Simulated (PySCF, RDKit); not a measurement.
Torsional profile of SMILES Fc1ccccc1-c1ccccc1F (C12H8F2), singlet. Scanned: dihedral C2–C7–C8–C9; all other coordinates were relaxed at GFN2-xTB. Points at φ and −φ are mirror images. Heavy atoms are numbered in the order of the SMILES Fc1ccccc1-c1ccccc1F, hydrogens after them in the order of the atoms that carry them; the mirror image has the same energies with the sign of each dihedral reversed. Each profile is relative to its own lowest point.

```json
[
 {"φ / °": "-165", "A": "10.9", "B": "13.4", "C": "—"},
 {"φ / °": "-150", "A": "4.6", "B": "4.0", "C": "2.4"},
 {"φ / °": "-135", "A": "1.4", "B": "0.2", "C": "0.1"},
 {"φ / °": "-120", "A": "0.7", "B": "0.0", "C": "0.4"},
 {"φ / °": "-105", "A": "1.1", "B": "1.4", "C": "1.9"},
 {"φ / °": "-90", "A": "1.4", "B": "2.3", "C": "2.9"},
 {"φ / °": "-75", "A": "1.0", "B": "1.5", "C": "2.4"},
 {"φ / °": "-60", "A": "0.2", "B": "0.0", "C": "1.0"},
 {"φ / °": "-45", "A": "0.0", "B": "0.2", "C": "0.0"},
 {"φ / °": "-30", "A": "1.6", "B": "4.4", "C": "0.7"},
 {"φ / °": "-15", "A": "5.5", "B": "14.8", "C": "3.3"},
 {"φ / °": "0", "A": "9.3", "B": "34.7", "C": "5.6"},
 {"φ / °": "15", "A": "5.5", "B": "14.8", "C": "3.3"},
 {"φ / °": "30", "A": "1.6", "B": "4.4", "C": "0.7"},
 {"φ / °": "45", "A": "0.0", "B": "0.2", "C": "0.0"},
 {"φ / °": "60", "A": "0.2", "B": "0.0", "C": "1.0"},
 {"φ / °": "75", "A": "1.0", "B": "1.5", "C": "2.4"},
 {"φ / °": "90", "A": "1.4", "B": "2.3", "C": "2.9"},
 {"φ / °": "105", "A": "1.1", "B": "1.4", "C": "1.9"},
 {"φ / °": "120", "A": "0.7", "B": "0.0", "C": "0.4"},
 {"φ / °": "135", "A": "1.4", "B": "0.2", "C": "0.1"},
 {"φ / °": "150", "A": "4.6", "B": "4.0", "C": "2.4"},
 {"φ / °": "165", "A": "10.9", "B": "13.4", "C": "—"},
 {"φ / °": "180", "A": "19.2", "B": "30.7", "C": "—"}
]
```

Energies in mEh.

Q: Assign the columns to these levels of theory: MMFF94 // GFN2-xTB run with RDKit 2026.03.6; restricted B3LYP/6-31G*, spherical d, density fitting // GFN2-xTB (PySCF); UFF // GFN2-xTB run with RDKit 2026.03.6.

A: A is MMFF94; B is UFF; C is RKS-B3LYP/6-31G*.

A dash means that the run gave no value there, or that the column was ended at a point which the program doubted or which failed a test of continuity chosen for this set; such a test can also cut sound points.
